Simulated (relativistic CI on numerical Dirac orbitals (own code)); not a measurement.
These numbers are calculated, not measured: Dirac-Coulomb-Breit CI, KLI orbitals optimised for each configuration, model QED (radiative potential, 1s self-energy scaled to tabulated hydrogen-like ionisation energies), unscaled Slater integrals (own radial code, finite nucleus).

CI space (outside the closed core [Ar]): 3d10.4s, 3d10.4p, 3d10.4d, 3d10.4f, 3d10.5s, 3d10.5p, 3d10.5d, 3d10.5f, 3d10.5g, 3d10.6s, 3d10.6p, 3d10.6d, 3d9.4s2, 3d10.6f, 3d9.4s.4p, 3d10.7s, 3d10.8s, 3d9.4s.4d, 3d9.4s.4f, 3d9.4s.5s, 3d9.4s.5p, 3d9.4s.5d, 3d9.4s.5f. Double excitations out of closed p, d and f shells are left out; levels of such configurations are missing from the list, as are those of other unlisted configurations, and high levels can miss mixing partners.

At this charge energies of transitions that change n are usually good to better than 1 %, and those within a shell (Δn = 0) to a few per cent.

Outline of the computed level scheme of Hf XLIV. Lowest level of each configuration: 3d10.4s 2S_1/2 at 0.00 eV; 3d10.4p 2P°_1/2 at 92.61 eV; 3d10.4d 2D_3/2 at 324.41 eV; 3d10.4f 2F°_5/2 at 497.13 eV; 3d10.5s 2S_1/2 at 890.94 eV; 3d10.5p 2P°_1/2 at 935.97 eV; 3d10.5d 2D_3/2 at 1045.51 eV; 3d10.5f 2F°_5/2 at 1122.75 eV; 3d10.5g 2G_7/2 at 1159.63 eV.

Some strong electric-dipole decays among the lowest 16 levels: 3d10.5g 2G_9/2 → 3d10.4f 2F°_7/2 (1.8e+13 s⁻¹); 3d10.5g 2G_7/2 → 3d10.4f 2F°_5/2 (1.7e+13 s⁻¹); 3d10.5f 2F°_7/2 → 3d10.4d 2D_5/2 (9.6e+12 s⁻¹); 3d10.5f 2F°_5/2 → 3d10.4d 2D_3/2 (8.8e+12 s⁻¹); 3d10.5s 2S_1/2 → 3d10.4p 2P°_3/2 (5.7e+12 s⁻¹); 3d10.5d 2D_5/2 → 3d10.4p 2P°_3/2 (4.8e+12 s⁻¹); 3d10.5p 2P°_1/2 → 3d10.4s 2S_1/2 (3.8e+12 s⁻¹); 3d10.5p 2P°_1/2 → 3d10.4d 2D_3/2 (3.1e+12 s⁻¹).

LS names give the leading component of a level, which can be under half, so a name can repeat, a term be missing and a line seem to break the LS rules.
